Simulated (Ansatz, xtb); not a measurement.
# Ranking isomers of C5H5OS+

3 gas-phase structures of C5H5OS+, from a drawn sample of its isomers (lower ones may exist). Each was relaxed with GFN2-xTB; where two conformers were screened, the lower at r2SCAN-D4/def2-SVP is listed:

A. `C=Cc1cs[cH+]o1`, a singlet
B. `Oc1cc[s+]cc1`, a singlet
C. `Sc1ccc[o+]c1`, a singlet

Problem. Which do you expect lowest at r2SCAN-D4/def2-SVP, and how would the others follow?

Solution. Calculated order at r2SCAN-D4/def2-SVP: B (0.0), C (85.3), A (141.6) kJ/mol.

Energies above the lowest of each column, in kJ/mol; the last columns are at B3LYP-D3(BJ)/def2-SVP geometries:

| structure | GFN2-xTB | HF/STO-3G | r2SCAN-D4/def2-SVP | B3LYP-D3(BJ)/def2-SVP | CCSD(T)/def2-SVP + ΔMP2/def2-TZVPP |
| --- | --- | --- | --- | --- | --- |
| B | 0.0 | 0.0 | 0.0 | 0.0 | 0.0 |
| C | 28.4 | 52.5 | 85.3 | 77.1 | 92.6 |
| A | 77.5 | 101.9 | 141.6 | 138.5 | 120.1 |

Every level run on B puts it lowest or level with the lowest. Flexible structures stand in one conformer each, not always the lowest. The ΔMP2 step shifts differences by up to 17.5 kJ/mol, which makes them less sure. ΔMP2 is the change of the MP2 energy from the smaller to the larger basis.

Programs: Ansatz 0.2.0, xtb 6.7.1.
